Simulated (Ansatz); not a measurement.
Species: PbI, charge 0, doublet. PbI (SMILES [I][Pb], doublet).
B3LYP-D3(BJ)/def2-TZVP minimum from Ansatz (a first-principles code):
```
Pb
I 1 2.8311
```
Charge 0, spin multiplicity 2.

Quantity: atomisation energy (electronic, to ground-state atoms), in kcal/mol. Open shells are spin-unrestricted; no spin-orbit coupling. Cores are frozen in correlated methods (noble-gas shells, and filled d and f shells in the p block). Past Kr the def2 sets carry scalar-relativistic core potentials. CBS(X,Y): correlation extrapolated as X^-3, Hartree-Fock from the larger set. A bracket is a step between two methods taken in the basis named. Spin-orbit terms, left out, reach several kcal/mol for Br and I, and more for heavier atoms. The spin of IPb ([I][Pb], doublet) was assumed, and the state is the lowest solution found for it.

CCSD(T)/CBS(def2-TZVPP,def2-QZVPP) + [CCSDT(Q) - CCSD(T)]/def2-QZVPP + [CCSDTQ - CCSDT(Q)]/def2-SVP (Ansatz) gives 68.3 kcal/mol.

Task: How far off this value is PBE/def2-TZVPD (Ansatz), in which direction, and how far these levels: B3LYP/def2-TZVPD, PBE0/def2-TZVPD, B2PLYP/def2-TZVPD, CCSD(T)/CBS(def2-TZVPP,def2-QZVPP)?

Result: PBE gives 73.1 kcal/mol, 4.8 kcal/mol above it. Differences of the others: B3LYP/def2-TZVPD (Ansatz) -0.3; PBE0/def2-TZVPD (Ansatz) 1.2; B2PLYP/def2-TZVPD (Ansatz) -1.3; CCSD(T)/CBS(def2-TZVPP,def2-QZVPP) (Ansatz) -0.2 kcal/mol.
